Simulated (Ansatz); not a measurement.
Consider the hydrogenolysis of a C–O bond: `CC1(O)C[SiH2]1` + H₂ → `CC1C[SiH2]1` + H₂O.

Isolated molecules relaxed with PBE0-D4/def2-TZVP in Ansatz; ΔE leaves out vibrations. CCSD(T)/CBS is the MP2 limit (def2-TZVPP, def2-QZVPP) plus CCSD(T) − MP2 in def2-TZVPP, frozen cores. This one scheme is used for every species. DFT in def2-TZVPP. B3LYP here is the variant with VWN-RPA as its local correlation; programs differ in this. HSE06 is defined as in plane-wave codes. One conformer a species, not always the lowest.

(1) Is it downhill or uphill in electronic energy at CCSD(T)/CBS, and by how much? (An estimate is asked.)

(2) What do these levels give: B3LYP-D4, HSE06-D4, ωB97X-V, B2PLYP, LC-ωPBE, CCSD/CBS(def2)? (An estimate is asked.)

(3) What do rigid-rotor, harmonic-oscillator terms from PBE0-D4/def2-TZVP frequencies (298.15 K, 1 bar) make of the CCSD(T)/CBS value? (An estimate is asked.)

Largest T1 diagnostic among the species: 0.012.

Answers

(1) Computed: Downhill: ΔE = -104.5 kJ/mol.

(2) Computed: B3LYP-D4 -96.0, HSE06-D4 -99.8, ωB97X-V -96.5, B2PLYP -102.8, LC-ωPBE -105.1, CCSD/CBS(def2) -109.5 kJ/mol.

(3) Ansatz gave: ΔZPE = +19.0 kJ/mol, ΔH = -87.1 kJ/mol, ΔS = 35 J/(mol·K), ΔG = -97.6 kJ/mol.

At CCSD(T), def2-SVP lies +17.2 kJ/mol from the extrapolated value and def2-TZVPP +2.2 kJ/mol. The D4 term adds +6.4 kJ/mol with B3LYP and +3.4 kJ/mol with PBE0; it sums over pairs of atoms, weighted by their polarisabilities, and B3LYP, whose exchange is more repulsive, gets the larger term. From BLYP to BHLYP (50 % exact exchange), in def2-TZVPP and without D4, ΔE moves by −11.4 kJ/mol.
